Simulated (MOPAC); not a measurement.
Input for MOPAC: PM7 on BFH2OSe (SMILES OB(F)[SeH]), a point of a torsion scan.

```
PM7 1SCF PRECISE CHARGE=0 THREADS=1
BFH2OSe

O     -0.96621839 1    -0.82309960 1     0.29698140 1
B     -0.23937878 1     0.27431314 1     0.11997577 1
F     -0.70876644 1     1.31441410 1    -0.56224213 1
Se     1.52941831 1     0.35523048 1     0.86866117 1
H     -1.84700811 1    -0.85594745 1    -0.07941518 1
H      1.49002638 1    -0.95707274 1     1.44895944 1
```

It printed:

```
*******************************************************************************
 **                                                                           **
 **                              MOPAC v23.2.5                                **
 **                                                                           **
 *******************************************************************************
 ** MOPAC's Digital Object Identifier: https://doi.org/10.5281/zenodo.6511958 **
 **                                                                           **
 ** Please cite the open-source release paper for use of this MOPAC version:  **
 ** J. E. Moussa and J. J. P. Stewart (2026)                                  **
 ** MOPAC: An open-source semiempirical molecular orbital program             **
 ** J. Open Source Softw., 11(119), 8025, https://doi.org/10.21105/joss.08025 **
 *******************************************************************************

                              PM7 CALCULATION RESULTS

 *******************************************************************************
 *  PM7        - The PM7 Hamiltonian to be used
 *
 *
 *
 *                 CHARGE ON SYSTEM = 0
 *
 *
 *
 *  PRECISE    - TIGHTER CRITERIA TO BE USED
 *  1SCF       - DO 1 SCF AND THEN STOP
 *  THREADS=1  - MULTI-THREADING NOT USED
 *  T=         - A TIME OF 172800.0 SECONDS REQUESTED
 *  DUMP=N     - RESTART FILE WRITTEN EVERY 7200.0 SECONDS REQUESTED
 *******************************************************************************
PM7 1SCF PRECISE CHARGE=0 THREADS=1
 BFH2OSe

   ATOM   CHEMICAL          X               Y               Z
  NUMBER   SYMBOL      (ANGSTROMS)     (ANGSTROMS)     (ANGSTROMS)

     1       O         -0.96621839  *  -0.82309960  *   0.29698140  *
     2       B         -0.23937878  *   0.27431314  *   0.11997577  *
     3       F         -0.70876644  *   1.31441410  *  -0.56224213  *
     4      Se          1.52941831  *   0.35523048  *   0.86866117  *
     5       H         -1.84700811  *  -0.85594745  *  -0.07941518  *
     6       H          1.49002638  *  -0.95707274  *   1.44895944  *



          CARTESIAN COORDINATES

    NO.       ATOM           X           Y           Z

     1         O         -0.9662     -0.8231      0.2970
     2         B         -0.2394      0.2743      0.1200
     3         F         -0.7088      1.3144     -0.5622
     4        Se          1.5294      0.3552      0.8687
     5         H         -1.8470     -0.8559     -0.0794
     6         H          1.4900     -0.9571      1.4490

 General Reference for PM7:
 "Optimization of Parameters for Semiempirical Methods VI: More Modifications to the
 NDDO Approximations and Re-optimization of Parameters", J. J. P. Stewart, J. Mol. Mod., 1:32, 19 (2013)
 https://link.springer.com/article/10.1007/s00894-012-1667-x

           Empirical Formula: H2 O B F Se  =     6 atoms



      MOLECULAR POINT GROUP   :   Cs


      RHF CALCULATION, NO. OF DOUBLY OCCUPIED LEVELS = 12


 -------------------------------------------------------------------------------
 PM7 1SCF PRECISE CHARGE=0 THREADS=1
 BFH2OSe



     1SCF WAS SPECIFIED, SO BFGS WAS NOT USED
     SCF FIELD WAS ACHIEVED


                              PM7 CALCULATION
                                                       MOPAC v23.2.5 Linux




          FINAL HEAT OF FORMATION =       -164.72113 KCAL/MOL =    -689.19320 KJ/MOL


          COSMO AREA              =        103.03 SQUARE ANGSTROMS
          COSMO VOLUME            =         87.65 CUBIC ANGSTROMS

          IONIZATION POTENTIAL    =          8.403668 EV
          HOMO LUMO ENERGIES (EV) =         -8.404 -0.600
          NO. OF FILLED LEVELS    =         12
          MOLECULAR WEIGHT        =        126.7836         POINT GROUP:  Cs

          MOLECULAR DIMENSIONS (Angstroms)

            Atom       Atom       Distance
            H     6    F     3     3.74690
            H     5   Se     4     3.26840
            O     1    H     5     0.00011


          SCF CALCULATIONS        =          1





   ATOM   CHEMICAL          X               Y               Z
  NUMBER   SYMBOL      (ANGSTROMS)     (ANGSTROMS)     (ANGSTROMS)

     1       O         -0.96621839  *  -0.82309960  *   0.29698140  *
     2       B         -0.23937878  *   0.27431314  *   0.11997577  *
     3       F         -0.70876644  *   1.31441410  *  -0.56224213  *
     4      Se          1.52941831  *   0.35523048  *   0.86866117  *
     5       H         -1.84700811  *  -0.85594745  *  -0.07941518  *
     6       H          1.49002638  *  -0.95707274  *   1.44895944  *

                             CARTESIAN COORDINATES

   1    O       -0.966218390    -0.823099600     0.296981400
   2    B       -0.239378780     0.274313140     0.119975770
   3    F       -0.708766440     1.314414100    -0.562242130
   4   Se        1.529418310     0.355230480     0.868661170
   5    H       -1.847008110    -0.855947450    -0.079415180
   6    H        1.490026380    -0.957072740     1.448959440


           Empirical Formula: H2 O B F Se  =     6 atoms



      MOLECULAR POINT GROUP   :   Cs


                  EIGENVALUES
 -40.05782 -30.39677 -23.81253 -18.92278 -17.03604 -16.06330 -15.89464 -13.65777
 -13.58984 -11.85457 -10.14452  -8.40367  -0.59986  -0.16188   1.46790   2.23909
   3.45605   5.35464


              NET ATOMIC CHARGES AND DIPOLE CONTRIBUTIONS

  ATOM NO.   TYPE          CHARGE      No. of ELECS.   s-Pop       p-Pop
    1          O          -0.567218        6.5672     1.74033     4.82689
    2          B           0.447747        2.5523     0.71292     1.83934
    3          F          -0.314891        7.3149     1.94556     5.36933
    4         Se           0.027942        5.9721     1.93399     4.03807
    5          H           0.354628        0.6454     0.64537
    6          H           0.051792        0.9482     0.94821
 DIPOLE           X         Y         Z       TOTAL
 POINT-CHG.     0.619    -0.804     0.641     1.200
 HYBRID        -1.551    -0.834    -0.309     1.788
 SUM           -0.932    -1.638     0.332     1.914


          ATOMIC ORBITAL ELECTRON POPULATIONS

     Atom    s        px        py        pz
    1  O   1.74033   1.43392   1.65492   1.73805
    2  B   0.71292   0.78077   0.54716   0.51141
    3  F   1.94556   1.89712   1.67119   1.80102
    4 Se   1.93399   1.19756   1.19998   1.64053
    5  H   0.64537
    6  H   0.94821

 **********************
 *                    *
 * JOB ENDED NORMALLY *
 *                    *
 **********************




 == MOPAC DONE ==
```

The run finished.

Cost: roughly 0.020 core-seconds.
